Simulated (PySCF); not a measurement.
Ionisation energy of Tl²⁺ by level of theory

Tl²⁺ [Xe] 4f14 5d10 6s1 (2S) → Tl³⁺ [Xe] 4f14 5d10 (1S), as a difference of total energies. Computed with PySCF 2.14 in x2c-TZVPPall (11s7p6d3f, 83 functions), with the spin-free X2C one-electron Hamiltonian (Gaussian nucleus). Correlated levels: valence and next inner shell: [Kr] 4d10 4f14 frozen. The calculations carry no spin-orbit coupling.

| method | ionisation energy (eV) |
| --- | --- |
| UHF | 28.217 |
| MP2 (valence and next inner shell) | 29.800 |
| SCS-MP2 (valence and next inner shell) | 29.555 |
| CCSD (valence and next inner shell) | 29.556 |
| CCSD(T) (valence and next inner shell) | 29.604 |

Problem. How much does correlation contribute at CCSD(T) (valence and next inner shell)?

Solution. 29.604 − (28.217) = 1.387 eV, measured against UHF.

Errors of the correlated levels include the incompleteness of this basis and the frozen core.

For comparison: 29.852 eV (measured; NIST Atomic Spectra Database, ionization energies).
